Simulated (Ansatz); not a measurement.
Start from `[OH][SnH2][SeH]` and change one atom or group to get `C[O][SnH2][SeH]`.

Ansatz, PBE0-D4/def2-TZVP geometries, multiplicity 1. Each molecule was computed in one conformer, which needn't be the lowest.

Elements past krypton have def2 core potentials. Scalar relativity is left out up to krypton.

| property | `[OH][SnH2][SeH]` |
| --- | --- |
| HOMO energy (PBE0/def2-TZVPP) / eV | -7.22 |
| HOMO energy (ωB97M-V/def2-TZVPP) / eV | -9.38 |
| HOMO–LUMO gap (ωB97M-V/def2-TZVPP) / eV | 10.31 |
| HOMO energy (B3LYP/def2-TZVPP) / eV | -6.98 |
| LUMO energy (ωB97M-V/def2-TZVPP) / eV | 0.93 |
| LUMO energy (PBE0/def2-TZVPP) / eV | -0.84 |

Task: Give the same properties after the change, and the shifts. (Estimate.)

Result: The calculation gave: 
```csv
property,`C[O][SnH2][SeH]`,shift
HOMO energy (PBE0/def2-TZVPP) / eV,-7.21,0.01
HOMO energy (ωB97M-V/def2-TZVPP) / eV,-9.38,0.00
HOMO–LUMO gap (ωB97M-V/def2-TZVPP) / eV,10.33,0.02
HOMO energy (B3LYP/def2-TZVPP) / eV,-6.96,0.02
LUMO energy (ωB97M-V/def2-TZVPP) / eV,0.95,0.02
LUMO energy (PBE0/def2-TZVPP) / eV,-0.82,0.02
```

The zero-point energy changes by 74.4 kJ/mol with +9 modes.

B3LYP here is the variant with VWN-RPA as its local correlation; programs differ in this.

Spin–orbit coupling is left out; it splits and shifts lone-pair levels of the heavy atoms by tenths of an eV.
